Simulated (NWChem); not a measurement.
# PbHBr, singlet; SMILES [Br][PbH]

Results from NWChem. Low-valent species are run as closed-shell singlets; no triplet was tried in these runs. The geometry was optimised at PBE0/def2-SVP. def2 effective core potentials on Pb; no spin-orbit coupling. Ions are spin-unrestricted doublets at the neutral geometry; other ion states weren't tried.

**Question.** What does the run give for r2SCAN/def2-SVPD? Quantities: vertical ionisation energy, ΔSCF (eV); −ε(HOMO) (eV).

**Answer.** 
| Property | Result |
|---|---|
| vertical ionisation energy, ΔSCF (eV) | 9.01 |
| −ε(HOMO) (eV) | 6.23 |
